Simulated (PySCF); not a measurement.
# Sound and unsound settings

Molecule: `C1(=O)C(CF)=CC(=O)C1`, C6H5FO2; geometry GFN2-xTB.

Geometry:
```json
{"atom": "O1", "x (Å)": "-2.446", "y (Å)": "1.728", "z (Å)": "-0.031"}
{"atom": "C2", "x (Å)": "-1.553", "y (Å)": "0.926", "z (Å)": "0.009"}
{"atom": "C3", "x (Å)": "-0.113", "y (Å)": "1.192", "z (Å)": "-0.192"}
{"atom": "C4", "x (Å)": "0.607", "y (Å)": "0.068", "z (Å)": "-0.079"}
{"atom": "C5", "x (Å)": "2.075", "y (Å)": "-0.120", "z (Å)": "-0.206"}
{"atom": "F6", "x (Å)": "2.717", "y (Å)": "1.057", "z (Å)": "-0.478"}
{"atom": "C7", "x (Å)": "-0.276", "y (Å)": "-1.098", "z (Å)": "0.215"}
{"atom": "O8", "x (Å)": "0.084", "y (Å)": "-2.235", "z (Å)": "0.367"}
{"atom": "C9", "x (Å)": "-1.689", "y (Å)": "-0.564", "z (Å)": "0.279"}
{"atom": "H10", "x (Å)": "0.266", "y (Å)": "2.177", "z (Å)": "-0.402"}
{"atom": "H11", "x (Å)": "2.494", "y (Å)": "-0.520", "z (Å)": "0.726"}
{"atom": "H12", "x (Å)": "2.302", "y (Å)": "-0.817", "z (Å)": "-1.022"}
{"atom": "H13", "x (Å)": "-2.139", "y (Å)": "-0.750", "z (Å)": "1.255"}
{"atom": "H14", "x (Å)": "-2.329", "y (Å)": "-1.045", "z (Å)": "-0.463"}
```

All runs: PySCF 2.14, non-relativistic, gas phase unless a solvent (IEF-PCM) is named; grid level 2, GIAOs and SCF threshold 1e-9 unless changed. The yardstick, PBE0/pcSseg-1, gives these isotropic shieldings σ (ppm, equivalent atoms averaged): O1 -351.2, C7 -19.6, C2 -16.2, C9 141.6, F6 440.5, H11/H12 25.93, H13/H14 28.91.

Question: What do these inputs give? (1) OPBE/pcSseg-1; damp 0.3; (2) B3LPY/pcSseg-1; max_cycle 71; charge 2; altered: charge 2; (3) BHandHLYP/pcSseg-1; grid level 1; (4) wB97X/pcSseg-1; (5) PBE00/6-31G; grid level 0; diis off; max_cycle 53

Answer: 
```tsv
run	outcome	functions	wall time	O1	C7	C2	C9	F6	H11/H12	H13/H14
1	converged	178	46 s	-332.7	-9.9	-6.6	144.1	424.4	25.77	28.85
2	refused	–	0.17 s	–	–	–	–	–	–	–
3	converged	178	14 s	-343.7	-21.2	-17.9	142.2	449.6	26.22	29.09
4	converged	178	30 s	-328.6	-18.1	-14.9	144.2	447.6	26.13	29.06
5	refused	–	0.04 s	–	–	–	–	–	–	–
```

Times are on 1 thread of an Arm Neoverse V2, shared host.

Question: Comment on the technical settings and failures.

Answer: 
- Run 1: The functional differs from the yardstick's, which in itself moves the values. The damping changes the path of the SCF (30 cycles), not the solution, provided the same state is reached.
- Run 2: The program stopped with: KeyError: "LibXCFunctional: name 'B3LPY' not found." Charge 2 and multiplicity 1 describe another species than the intended molecule, on its geometry.
- Run 3: The functional differs from the yardstick's, which in itself moves the values. Grid level 1 is coarse; it adds numerical noise and can break the equality of equivalent atoms.
- Run 5: The program stopped with: KeyError: "LibXCFunctional: name 'PBE00' not found."

Runs 2, 5 were set up unsoundly or failed; their numbers aren't to be quoted as properties of the molecule.
